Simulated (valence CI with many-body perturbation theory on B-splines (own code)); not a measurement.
Results of a calculation; reference values are marked as such.
## Energy levels of Ru XXII

Method: relativistic CI+MBPT: five valence electrons over a frozen Dirac-Fock core [Ar], a basis of 7 s, 7 p, 8 d, 6 f, 4 g, 1 h functions for each j, with the one-electron correlation potential Σ1 (screened to all orders), the two-electron term Σ2, the three-electron term Σ3, Breit, model QED; selected single and double excitations, second order for the rest, scaled by the run's own slope (own B-spline code, finite nucleus).

No measured spectrum was set against this ion. As an estimate, terms of the open shell hold to 2 to 4 % of their energy, and close levels can change places. Only levels of the ground parity were solved; by the run's estimate the other parity begins above the list, which can be wrong where configurations are misplaced.

Levels 1 to 37 of 37, with energies above the lowest level, 3d⁵ ⁶S_5/2. "Leading %" is the weight of the configuration and term that name the level; weights of strongly mixed levels are sums over their largest components and can fall short.

```tsv
No.	Configuration	Term	J	E (eV)	Leading %	g	Second component
1	3d⁵	⁶S	5/2	0.000	90	1.956	9 % 3d⁵ ⁴P
2	3d⁵	⁴G	5/2	10.720	32	1.033	18 % 3d⁵ ²F
3	3d⁵	⁴G	7/2	12.859	74	1.054	11 % 3d⁵ ²F
4	3d⁵	⁴G	11/2	13.126	85	1.238	12 % 3d⁵ ²H
5	3d⁵	⁴P	3/2	13.392	51	1.429	41 % 3d⁵ ⁴D
6	3d⁵	⁴G	5/2	13.480	45	1.056	23 % 3d⁵ ⁴P
7	3d⁵	⁴G	9/2	13.656	90	1.168	5 % 3d⁵ ⁴F
8	3d⁵	⁴P	1/2	14.752	70	1.953	26 % 3d⁵ ⁴D
9	3d⁵	⁴D	7/2	16.410	76	1.337	16 % 3d⁵ ⁴G
10	3d⁵	⁴D	5/2	17.553	46	1.311	25 % 3d⁵ ²D
11	3d⁵	⁴D	1/2	18.327	74	0.674	24 % 3d⁵ ⁴P
12	3d⁵	⁴D	3/2	18.828	51	1.354	39 % 3d⁵ ⁴P
13	3d⁵	²I	11/2	18.901	76	0.977	14 % 3d⁵ ²H
14	3d⁵	²I	13/2	20.312	100	1.074	
15	3d⁵	²F	7/2	20.376	45	1.125	33 % 3d⁵ ⁴F
16	3d⁵	²D	3/2	20.791	50	0.689	43 % 3d⁵ ⁴F
17	3d⁵	²G	9/2	21.005	45	1.170	36 % 3d⁵ ⁴F
18	3d⁵	²F	5/2	21.273	28	1.088	23 % 3d⁵ ⁴P
19	3d⁵	⁴F	5/2	23.363	48	1.052	30 % 3d⁵ ²F
20	3d⁵	²H	9/2	23.987	55	1.089	41 % 3d⁵ ⁴F
21	3d⁵	²G	7/2	24.840	39	1.071	33 % 3d⁵ ²F
22	3d⁵	⁴F	3/2	25.529	50	0.639	44 % 3d⁵ ²D
23	3d⁵	²F	7/2	25.853	47	1.054	39 % 3d⁵ ²G
24	3d⁵	²F	5/2	26.273	61	0.973	18 % 3d⁵ ²D
25	3d⁵	²H	11/2	27.417	74	1.063	21 % 3d⁵ ²I
26	3d⁵	²F	7/2	27.945	55	1.147	32 % 3d⁵ ⁴F
27	3d⁵	²G	9/2	28.213	50	1.088	30 % 3d⁵ ²H
28	3d⁵	²S	1/2	28.956	89	1.966	5 % 3d⁵ ⁴P
29	3d⁵	²D	5/2	29.883	46	1.052	38 % 3d⁵ ²F
30	3d⁵	²D	3/2	32.250	94	0.812	4 % 3d⁵ ⁴D
31	3d⁵	²D	5/2	34.119	75	1.143	18 % 3d⁵ ²F
32	3d⁵	²G	9/2	35.915	99	1.108	
33	3d⁵	²G	7/2	36.772	92	0.907	8 % 3d⁵ ²F
34	3d⁵	²P	3/2	41.969	85	1.251	14 % 3d⁵ ²D
35	3d⁵	²P	1/2	43.591	94	0.733	5 % 3d⁵ ²S
36	3d⁵	²D	5/2	46.955	98	1.196	
37	3d⁵	²D	3/2	48.116	84	0.871	14 % 3d⁵ ²P
```

Names give the largest LS component (configuration and term), which can be under half, so a name can repeat, a term be missing and a line seem to break the LS rules; names also repeat where a configuration has a term twice.

The ionisation energy to 3d⁴ ⁵D0 of the next ion comes out as 980.73 eV (NIST: 981 ± 4 eV (theoretical)). All 37 levels together are meant to be complete up to 50.060 eV.
